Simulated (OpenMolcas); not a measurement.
**Levels of Sb³⁺ by method**

| Item | Value |
| --- | --- |
| Program | OpenMolcas 26.06 |
| Basis | ANO-RCC-VQZP [8s7p5d3f2g] |
| Scalar Hamiltonian | DKH2, point nucleus |
| Active space | 2 electrons in 4 orbitals (5s 5p) |
| State averaging | 2S+1 = 3 even, 3 roots; 2S+1 = 1 even, 7 roots; 2S+1 = 3 odd, 3 roots; 2S+1 = 1 odd, 3 roots |
| Spin-orbit coupling | state interaction with AMFI integrals over the reference wave functions, term energies averaged over their components |

Methods on the same reference wave functions:
A. CASSCF
B. SS-CASPT2, IPEA 0.25 Eh, imaginary shift 0.1 Eh (closed shells correlated: 4d)
C. MS-CASPT2, IPEA 0.25 Eh, imaginary shift 0.1 Eh (closed shells correlated: 4d)

Energies in cm⁻¹ above 5s² ¹S₀, the measured ground level; measured values from Moore, Atomic Energy Levels, vol. III, NSRDS-NBS 35 (1971 reprint of NBS Circular 467, 1958).

```json
{"Level": "5s² ¹S₀", "A": "0.0", "B": "0.0", "C": "0.0", "Measured": "0.0"}
{"Level": "5s 5p ³P°₀", "A": "59886", "B": "64460", "C": "65120", "Measured": ""}
{"Level": "5s 5p ³P°₁", "A": "61918", "B": "66390", "C": "67050", "Measured": "66700"}
{"Level": "5s 5p ³P°₂", "A": "66592", "B": "71170", "C": "71830", "Measured": "72560"}
{"Level": "5s 5p ¹P°₁", "A": "102844", "B": "93940", "C": "94600", "Measured": "95952"}
{"Level": "5p² ³P₀", "A": "149595", "B": "152340", "C": "153000", "Measured": "152076"}
{"Level": "5p² ³P₁", "A": "152674", "B": "155790", "C": "156460", "Measured": "156388"}
{"Level": "5p² ¹S₀", "A": "188817", "B": "181040", "C": "182360", "Measured": ""}
```

Deviations, from unrounded energies. A percentage is the sum of absolute deviations over the sum of measured energies, with the sign that they share, or ± where signs differ.

| Against measurement | Levels | A | B | C |
| --- | --- | --- | --- | --- |
| mean absolute deviation (cm-1) | 5 | 4800 | 920 | 690 |
| other configurations (%) | 5 | ±4.4 | ±0.8 | ±0.6 |

C lies closest to measurement on these levels and A furthest from it. The largest miss of C in the table is 5s 5p ¹P°₁, by -1400 cm-1. The ranking rests on the paired levels alone, and a cruder setting can come out closer through cancelling errors.

Between B and C the level of the table that moves most is 5p² ¹S₀, by 1300 cm-1 (lowest in B, highest in C). Moves below CASPT2's spread within the term are not significant.

The lowest spin-free term lies below A's lowest term by 0.443 hartree in B, 0.446 hartree in C.

Over all roots computed the reference weight is 0.89 to 0.95 in B, 0.89 to 0.95 in C; the roots of lowest weight are the least certain, and an intruder state may touch them. The ¹D term of p² mixes with s d, which this space lacks. Measured partners are found by configuration, term and J. A level has none where our copy of the source lacks it or the pairing is in doubt (some pairs that miss far off the trend of their configuration count as doubtful), and it then counts in no deviation. Levels of configurations outside the active space are missing. The table leaves out levels that lie high or whose names do not pair safely across all columns.

° marks odd parity.
